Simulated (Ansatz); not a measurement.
Start from `C#CSS` and change one atom or group to get `C#CSS[SiH2]C`.

Ansatz, PBE0-D4/def2-TZVP geometries, multiplicity 1. Each molecule was computed in one conformer, which needn't be the lowest.

| property | `C#CSS` |
| --- | --- |
| size of the dipole moment (ωB97M-V/def2-TZVPP) / D | 1.07 |
| HOMO–LUMO gap (PBE/def2-TZVPP) / eV | 3.36 |
| LUMO energy (PBE/def2-TZVPP) / eV | -2.53 |
| size of the dipole moment (PBE/def2-TZVPP) / D | 1.04 |
| HOMO energy (PBE/def2-TZVPP) / eV | -5.90 |
| HOMO energy (PBE0/def2-TZVPP) / eV | -7.03 |

Q: Give the same properties after the change, and the shifts. (Best estimate.)

A: Ansatz gave: 
| property | `C#CSS[SiH2]C` | shift |
| --- | --- | --- |
| size of the dipole moment (ωB97M-V/def2-TZVPP) / D | 1.91 | 0.84 |
| HOMO–LUMO gap (PBE/def2-TZVPP) / eV | 3.09 | -0.27 |
| LUMO energy (PBE/def2-TZVPP) / eV | -2.55 | -0.02 |
| size of the dipole moment (PBE/def2-TZVPP) / D | 1.86 | 0.82 |
| HOMO energy (PBE/def2-TZVPP) / eV | -5.64 | 0.26 |
| HOMO energy (PBE0/def2-TZVPP) / eV | -6.75 | 0.28 |

Dipoles are sizes alone; their direction can turn.
